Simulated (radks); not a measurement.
Task: Species: Ni3+. Configuration: [Ar] 3d6.5 4s0.5 (fractional occupations, a model configuration). All-electron calculation, scalar-relativistic Kohn-Sham, r2SCAN, spin-unpolarised, spherical densities, finite nucleus; meta-GGA in the generalised Kohn-Sham scheme; Fermi nuclear charge, rms radius 3.7757 fm. Program: a radial shooting solver on a logarithmic mesh with Libxc functionals. Some entries of the table are withheld. Estimate them.

orbital  occ.  eigenvalue (Ry)  r(max) (bohr)
1s          2        -608.8617        0.03540
2s          2        -76.27472         0.2043
2p          6        -65.96534            (1)
3s          2        -11.67361         0.6365
3p          6         -8.62219         0.6435
3d        6.5         -3.76041            (2)
4s        0.5         -2.50927          1.871

Result: 
(1) 2p r(max) (bohr): 0.1649
(2) 3d r(max) (bohr): 0.6168
